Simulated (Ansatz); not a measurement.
GaH$_{3}$S (`[SH][GaH2]`), relaxed with RKS PBE0-D4/def2-TZVP in Ansatz from a PBE-D4/def2-SVP geometry. The force threshold is 0.005 eV/Å; the program also tests the step.

Charge 0, multiplicity 1.

Start:

```xyz
5

S     0.494    0.917   -1.224
Ga   -0.279   -0.590    0.209
H     0.835    1.821   -0.264
H    -0.824   -1.902   -0.464
H    -0.225   -0.247    1.743
```

| step | energy (eV) | largest force (eV/Å) | largest move (Å) |
| --- | --- | --- | --- |
| 1 | -63252.5574 | 0.448 | 0.000 |
| 2 | -63252.5669 | 0.175 | 0.018 |
| 3 | -63252.5676 | 0.018 | 0.016 |
| 4 | -63252.5678 | 0.008 | 0.008 |
| 5 | -63252.5678 | 0.002 | 0.002 |

End:

```xyz
5

S     0.492    0.917   -1.211
Ga   -0.275   -0.583    0.201
H     0.830    1.808   -0.265
H    -0.820   -1.891   -0.450
H    -0.226   -0.251    1.725
```

Run time 8.5 s (2 threads of a server CPU on a shared host); peak host memory 0.18 GiB.
